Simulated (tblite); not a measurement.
Isomers of C7H15NSi. Computed with GFN2-xTB (tblite): harmonic, unscaled wavenumbers at the GFN2-xTB geometry, gas phase. Against measured fundamentals such values can be off by several per cent, at times by over 20. Modes of hydrogen on silicon can be 10 to 20 % off. One conformer each.

Electronic energies: GFN2-xTB at the same geometries; isomer energies are rough at this level and their order can be wrong.

```
                       SMILES  electronic energy, lowest = 0 (kJ/mol)
     C[C@H]1C[Si@H](NC2CC2)C1                                   131.3
  C=C/C(C)=N\[C@@H]([SiH3])CC                                   178.5
 CC1=CC[C@@H](C)[C@H]1N[SiH3]                                     0.0
C=C1C[C@@H](CC)[C@@H]1N[SiH3]                                    73.8
          C[Si@@H]1CCCN1C1CC1                                    57.6
      C#C[C@@](C)(CCC)N[SiH3]                                   154.0
```

Task: How do GFN2-xTB zero-point energies change the relative energies?

Result: 
```csv
SMILES,ZPE (kJ/mol),of it from modes above 1550 cm⁻¹,electronic (kJ/mol),"with ZPE, lowest = 0 (kJ/mol)",lowest mode (cm⁻¹),rings
CC1=CC[C@@H](C)[C@H]1N[SiH3],525.5,268.5,0.0,0.0,49,1
C[Si@@H]1CCCN1C1CC1,539.8,265.2,57.6,71.9,52,2
C=C1C[C@@H](CC)[C@@H]1N[SiH3],523.8,269.3,73.8,72.1,48,1
C[C@H]1C[Si@H](NC2CC2)C1,539.2,269.5,131.3,144.9,40,2
C#C[C@@](C)(CCC)N[SiH3],517.6,274.5,154.0,146.1,34,0
C=C/C(C)=N\[C@@H]([SiH3])CC,516.0,277.3,178.5,169.0,32,0
```

The zero-point energies span 23.8 kJ/mol, from `C=C/C(C)=N\[C@@H]([SiH3])CC` to `C[Si@@H]1CCCN1C1CC1`. The order is unchanged.

Task: What do entropy and thermal enthalpy add at 298.15 K and 1 bar (rigid rotor, harmonic oscillator, one conformer each)?

Result: 
```
                       SMILES  point group  symmetry number  S (J/(mol K))  H − H(0) (kJ/mol)  ZPE + H − H(0) − TS (kJ/mol)
 CC1=CC[C@@H](C)[C@H]1N[SiH3]           C1                1          439.2              32.90                         427.5
          C[Si@@H]1CCCN1C1CC1           C1                1          430.5              31.23                         442.7
C=C1C[C@@H](CC)[C@@H]1N[SiH3]           C1                1          443.7              33.04                         424.6
     C[C@H]1C[Si@H](NC2CC2)C1           C1                1          437.7              31.52                         440.2
      C#C[C@@](C)(CCC)N[SiH3]           C1                1          466.0              36.55                         415.3
  C=C/C(C)=N\[C@@H]([SiH3])CC           C1                1          467.1              36.10                         412.8
```
